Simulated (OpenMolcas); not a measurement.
## Cr4+: moving or changing the point charges

Cr4+ among 6 point charges of -1 e arranged as a trigonal antiprism (D3d), 2.1 Å from the ion, with a polar angle of 52.6° against the regular 54.74°.

```json
{
  "Program": "OpenMolcas 26.06",
  "Method": "SS-CASPT2, IPEA 0.25 Eh, imaginary shift 0.1 Eh (closed shells correlated: 3s 3p)",
  "Basis": "ANO-RCC-VDZP [5s4p2d1f]",
  "Scalar Hamiltonian": "DKH2, point nucleus",
  "Active space": "2 electrons in 5 orbitals (3d)",
  "State averaging": "2S+1 = 3 even, 10 roots; 2S+1 = 1 even, 15 roots",
  "Spin-orbit coupling": "RASSI with atomic mean-field integrals over the reference wave functions"
}
```

Runs around this geometry, states (labels of D3, the rotations of D3d). Energies in cm-1 above the lowest state or level, χT in cm3 K/mol.

| R (Å) | q (e) | Polar angle / regular | Ground state | First state of that spin | First gap with spin-orbit (degeneracies) | χT at 300 K | First state of another spin |
| --- | --- | --- | --- | --- | --- | --- | --- |
| 2.1 | -0.5 | 0.96 | 3A1 | 3E 250 | 140 (2, 2) | 0.590 | 1A1 13120 |
| 1.97 | -1 | 0.96 | 3E | 3A2 77 | 100 (2, 2) | 0.560 | 1A1 13150 |
| 2.1 | -1 | 0.96 | 3E | 3A2 64 | 130 (2, 2) | 0.561 | 1A1 13010 |
| 2.23 | -1 | 0.96 | 3A1 | 3E 64 | 140 (2, 2) | 0.571 | 1A1 12980 |
| 2.1 | -1 | 1.04 | 3E | 3A2 240 | 160 (2, 2) | 0.563 | 1E 13130 |

The ground state changes within this set.

Roots that are degenerate in the reference are averaged as groups; the widest CASPT2 spread within a group is 110 cm-1 (the 3-fold group of multiplicity 3 near 288 cm-1 above the lowest state of its run, R = 2.1, q = -0.5, ratio = 0.96). Shifts and gaps below about the spread of the groups concerned are not significant. The ground term spreads over less than 5000 cm-1, several times less than with real ligands, so orbital moments are less quenched and χT lies further from the spin-only value than at real sites. Free-ion shares, where given, are those of the reference states; single-state CASPT2 does not remix them. Spin-orbit coupling mixes the spin-free states strongly: the lowest level takes only 50 % from its leading state, an unlabelled state of the same spin as most of the rest, which lies 288 cm-1 above the lowest spin-free state (figures for R = 2.1, q = -0.5, ratio = 0.96; the like holds for R = 1.97, q = -1, ratio = 0.96, R = 2.1, q = -1, ratio = 0.96, R = 2.23, q = -1, ratio = 0.96, R = 2.1, q = -1, ratio = 1.04). An orbital doublet at a regular site is open to a Jahn-Teller distortion, which this geometry leaves out (holds for R = 1.97, q = -1, ratio = 0.96; R = 2.1, q = -1, ratio = 0.96; R = 2.1, q = -1, ratio = 1.04). This is an electrostatic model: the charges have no orbitals. A group larger than the point group allows holds several states that coincide in this model. No measured value stands beside these numbers.
